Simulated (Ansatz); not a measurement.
`[BH2][Al]1[CH2][NH]1` + `FC([SiH3])S` → `BSC(F)[SiH3]` + `[CH2]1[NH][AlH]1` at 700 K and 1 bar (cleavage of the B–Al bond).

Program: Ansatz. Geometries: PBE0-D4/def2-TZVP. ΔE: electronic, gas phase. CCSD(T)/CBS is the MP2 limit (def2-TZVPP, def2-QZVPP) plus CCSD(T) − MP2 in def2-TZVPP, frozen cores. Each species was taken in one conformer, which may not be the lowest.

```csv
species,CCSD(T)/CBS energy (Eh),H − E (kJ/mol),S (J/(mol·K))
`[BH2][Al]1[CH2][NH]1`,-362.48517,227.5,430.4
`FC([SiH3])S`,-827.68200,211.1,427.5
`BSC(F)[SiH3]`,-853.08988,261.6,489.5
`[CH2]1[NH][AlH]1`,-337.12157,175.3,344.6
```

H − E and S are ideal-gas, rigid-rotor, harmonic terms from PBE0-D4/def2-TZVP, for one conformer and one mirror image of each species. 1 Eh = 2625.50 kJ/mol, R = 8.31446 J/(mol·K).

Task: By hand: ΔE, ΔH, ΔS and ΔG.

Result: ΔE = (-853.08988) + (-337.12157) − (-362.48517) − (-827.68200) = -0.04428 Eh = -116.3 kJ/mol. Δ(H − E) = 261.6 + 175.3 − 227.5 − 211.1 = -1.7, so ΔH = -118.0 kJ/mol. ΔS = 489.5 + 344.6 − 430.4 − 427.5 = -23.8 J/(mol·K). ΔG = -118.0 − 700 × (-23.8)/1000 = -101.3 kJ/mol.

Task: By hand: the equilibrium constant, and the temperature at which ΔG would vanish if ΔH and ΔS stayed fixed.

Result: log₁₀ K = −ΔG/(RT ln 10) = 7.6. ΔG = 0 at ΔH/ΔS = 4958 K, far beyond where these terms or the molecules hold.

ΔH outweighs TΔS. A doubt of 5 kJ/mol in ΔE shifts log₁₀ K by 0.4 here. Other conformers and mirror images would add mixing entropy, several J/(mol·K) or more a flexible species. Modes under 60 cm⁻¹, often nearly free rotors, make the harmonic entropy too high. These are equilibria of isolated gas molecules and say nothing of rates. Largest T1 diagnostic: 0.016 (customary marks: 0.02 for closed shells, 0.045 for open ones).
